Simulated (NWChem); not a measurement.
Correlation energy of F2Zn

```xyz
3

Zn     0.0000     0.0000     0.0000
F      0.0000     0.0000     1.7300
F      0.0000     0.0000    -1.7300
```
Charge 0, spin multiplicity 1.

Everything below was run with NWChem. All single points use one geometry, from PBE0/def2-SVP, a minimum by its harmonic frequencies.

Basis set: def2-SVP. Each correlation energy counts from its own Hartree-Fock reference.

The correlated methods keep 11 core orbitals frozen. The structure started from a generated list of species. Coupled-cluster values serve here as a point of comparison, not as the truth.

Q: Order these methods by the correlation energy they give, lowest first: CCSD(T), CCSD+T(CCSD), CR-CCSD(T), MP2, SCS-MP2.

A: MP2 (-674.4 mHa), CCSD+T(CCSD) (-670.2 mHa), CCSD(T) (-667.1 mHa), CR-CCSD(T) (-664.7 mHa), SCS-MP2 (-621.9 mHa)
